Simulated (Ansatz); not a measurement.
Reactions of BrCl3Zr, SMILES `[Cl][Zr]([Cl])([Cl])[Br]`.

Isolated molecules relaxed with PBE0-D4/def2-TZVP in Ansatz; ΔE leaves out vibrations. CCSD(T)/CBS is the MP2 limit (def2-TZVPP, def2-QZVPP) plus CCSD(T) − MP2 in def2-TZVPP, frozen cores. DFT in def2-TZVPP. B3LYP here is the variant with VWN-RPA as its local correlation; programs differ in this. Elements past krypton have def2 core potentials. For Br, In, Se, Zr outer-core shells are correlated without core-valence functions, which leaves a few kJ/mol of doubt a bond. Scalar relativity is left out up to krypton. One conformer a species, not always the lowest.

```json
{"reaction": "`[Cl][Zr]([Cl])([Cl])[Br]` + `FBr` → `[F][Zr]([Cl])([Cl])[Cl]` + Br₂", "B3LYP-D4 (kJ/mol)": "-166", "B2PLYP (kJ/mol)": "-164", "ωB97X-V (kJ/mol)": "-169"}
{"reaction": "`[Cl][Zr]([Cl])([Cl])[Br]` + `CO[SiH](C)N` → `[CH3][Zr]([Cl])([Cl])[Cl]` + `CO[SiH](N)Br`", "B3LYP-D4 (kJ/mol)": "93", "B2PLYP (kJ/mol)": "96", "ωB97X-V (kJ/mol)": "89"}
{"reaction": "`[Cl][Zr]([Cl])([Cl])[Br]` + `[F][In]([Cl])[SeH]` → `[F][Zr]([Cl])([Cl])[Br]` + `[Cl][In]([Cl])[SeH]`", "B3LYP-D4 (kJ/mol)": "-75", "B2PLYP (kJ/mol)": "-74", "ωB97X-V (kJ/mol)": "-80"}
{"reaction": "`[Cl][Zr]([Cl])([Cl])[Br]` + `BCCN` → `[NH2][Zr]([Cl])([Cl])[Cl]` + `BCCBr`", "B3LYP-D4 (kJ/mol)": "57", "B2PLYP (kJ/mol)": "60", "ωB97X-V (kJ/mol)": "57"}
```

Problem. Give the CCSD(T)/CBS values in the same order. (Estimate.)

Solution. Computed: -163, 91, -71, 59 kJ/mol.

Largest T1 diagnostic: 0.016, for `[F][Zr]([Cl])([Cl])[Cl]`.
